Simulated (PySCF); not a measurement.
PySCF job for NaF, SMILES [F][Na], PBE/pcSseg-2. Coordinates come from a B3LYP-D3(BJ)/def2-TZVPD optimisation.

```python
import numpy as np
from pyscf import gto, scf, dft
from pyscf.prop.nmr import rks as nmr

mol = gto.M(
    atom='''
    Na    0.00000000    0.00000000   -0.87101917
    F     0.00000000    0.00000000    1.06457898
    ''',
    basis='pcSseg-2',
    charge=0,
    spin=0,
    max_memory=1600,
    verbose=3,
)
mf = dft.RKS(mol, xc='pbe')
mf.grids.level = 3
mf.conv_tol = 1e-10
mf.max_cycle = 100
mf.kernel()
n = nmr.NMR(mf)
n.verbose = 2
n.max_cycle_cphf = 60
sigma = n.kernel()
print('atom   isotropic/ppm   span/ppm')
for i, s in enumerate(sigma):
    w = np.linalg.eigvalsh((s + s.T) / 2)
    print(f'{mol.atom_symbol(i):2s}{i + 1:3d} {w.mean():14.3f} {w[2] - w[0]:11.3f}')
```

Log of the run:

```
converged SCF energy = -262.017977513145
atom   isotropic/ppm   span/ppm
Na  1        580.745      73.442
F   2        422.278      90.479
```

Self-consistency was reached.
